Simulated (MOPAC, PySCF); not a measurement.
C₂H₅NS, SMILES `C=C(N)S`, neutral singlet in the gas phase. 

Cartesian coordinates (Å):
```xyz
9

C     -1.1034    -0.4391     0.7152
C     -0.0500    -0.1551    -0.0614
N      0.6596     1.0394    -0.0554
S      0.5475    -1.3547    -1.2182
H     -1.5656     0.3322     1.3211
H     -1.5024    -1.4408     0.7649
H      0.2358     1.7628     0.5106
H      0.9222     1.3729    -0.9726
H      1.8564    -1.1176    -1.0042
```
Charge 0, multiplicity 1.

All levels are single points at this geometry (r2SCAN-D4/def2-TZVP); Pople sets use spherical d functions. Orbital energies aren't observables, and empty levels follow the basis.

| level | HOMO (eV) | LUMO (eV) | gap (eV) | dipole (D) | vertical IE, Delta-SCF (eV) |
|---|---|---|---|---|---|
| r2SCAN-D4/def2-TZVP in PySCF | -5.32 | -0.45 | 4.88 | 2.04 | 8.16 |
| B3LYP/3-21G in PySCF | -5.61 | 0.83 | 6.45 | 2.35 | – |
| B3LYP/6-311+G** in PySCF | -6.09 | -0.33 | 5.76 | 1.91 | – |
| BP86/6-31G* in PySCF | -4.88 | -0.32 | 4.56 | 2.17 | – |
| M06-2X/6-31G* in PySCF | -7.16 | 1.67 | 8.83 | 2.03 | – |
| HF/3-21G in PySCF | -8.64 | 4.81 | 13.45 | 2.16 | – |
| HF/STO-3G in PySCF | -6.45 | 9.03 | 15.48 | 1.55 | – |
| PM6 in MOPAC | -9.01 | 0.10 | 9.11 | 1.92 | – |
| PM7 in MOPAC | -8.99 | -0.65 | 8.35 | 2.08 | – |
